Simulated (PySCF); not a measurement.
Cl3H3OSiSn, SMILES [Sn]([O][SiH3])([Cl])([Cl])[Cl].

Geometry: B3LYP-D3(BJ)/def2-SVP. The def2 effective core potentials stand for the cores of Sn; spin–orbit coupling is left out. The values are those of a single conformer.

All values below come from HF/def2-TZVP (PySCF).

Symmetry labels are those of the subgroup Cs that the program uses (full group Cs).

Question: List the valence orbital energies around the gap with their symmetry. (Estimate from the structure and the level; the computed values follow.)

Answer: 
| orbital | symmetry | energy (eV) |
|---|---|---|
| HOMO−7 | A' | -13.56 |
| HOMO−6 | A" | -13.48 |
| HOMO−5 | A' | -13.45 |
| HOMO−4 | A' | -13.18 |
| HOMO−3 | A" | -13.17 |
| HOMO−2 | A" | -13.10 |
| HOMO−1 | A' | -12.82 |
| HOMO | A" | -12.76 |
| LUMO | A' | 0.45 |
| LUMO+1 | A' | 2.67 |
| LUMO+2 | A' | 3.14 |
| LUMO+3 | A" | 3.21 |
